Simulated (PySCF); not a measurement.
# Au: ionisation energy

Au [Xe] 4f14 5d10 6s1 (2S) → Au⁺ [Xe] 4f14 5d10 (1S), as a difference of total energies. Calculation: PySCF 2.14, in aug-cc-pVDZ-PP with ECP60MDF (5s5p4d2f, 54 functions); a scalar-relativistic core potential. Correlated levels: valence: 5s2 5p6 frozen. The calculations carry no spin-orbit coupling.

```tsv
method	ionisation energy (eV)
UHF	7.680
MP2 (valence)	9.094
SCS-MP2 (valence)	8.919
CCSD (valence)	8.883
CCSD(T) (valence)	8.955
```

Errors of the correlated levels include the incompleteness of this basis and the frozen core.

Which method comes closest to the reference value, and which is furthest?

The reference is 9.226 eV (measured; NIST Atomic Spectra Database, ionization energies). Closest: MP2 (valence) (error -0.132 eV); furthest: UHF (error -1.546 eV).
